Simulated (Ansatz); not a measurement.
Geometry optimisation, RKS r2SCAN-D4/def2-SVP (Ansatz 0.2.0).

Input file:

```yaml
crystal:
  periodic: [false, false, false]
  atoms:
    - { symbol: W, position_ang: [0.0, 0.0, 0.0] }
    - { symbol: Cl, position_ang: [0.0, 0.0, 2.39] }
    - { symbol: Cl, position_ang: [2.39, 0.0, 0.0] }
    - { symbol: H, position_ang: [0.0, 1.72, 0.0] }
    - { symbol: Cl, position_ang: [-2.39, 0.0, 0.0] }
    - { symbol: F, position_ang: [0.0, -1.85, 0.0] }
    - { symbol: H, position_ang: [0.0, 0.0, -1.72] }
basis:
  gaussian: { orbitals: def2-SVP }
hamiltonian:
  xc: r2scan
  dispersion: d4
relax:
  f_tol: 0.02
  max_steps: 40
```

Run as:

```bash
$ ansatz run input.yaml --threads 2 --pin off --max-ram 3072MiB --backend cpu --events-out ev --progress --plain --runs-dir out
```

Question: Where does it end, and by what steps?

Answer: It converged. After 7 steps the energy has fallen by 1.813 eV; F6 moved furthest, 0.62 Å.

```tsv
step	energy less start (eV)	largest force component (eV/Å)	accepted
0	0.0000	2.756	yes
1	-1.0393	1.056	yes
2	-1.4459	1.711	yes
3	-1.7077	1.105	yes
4	-1.8002	0.507	yes
5	-1.8112	0.259	yes
6	-1.8131	0.048	yes
7	-1.8132	0.009	yes
```

```xyz
7
Properties=species:S:1:pos:R:3
W 0.000 -0.252 0.249
Cl 0.000 0.613 2.399
Cl 2.252 -0.099 0.004
H 0.000 1.404 -0.031
Cl -2.252 -0.099 0.004
F 0.000 -1.947 -0.610
H 0.000 0.250 -1.345
```

Time of the run: 60 s on 2 threads of Arm Neoverse V1, with other jobs on the host, peak memory 0.2 GiB.
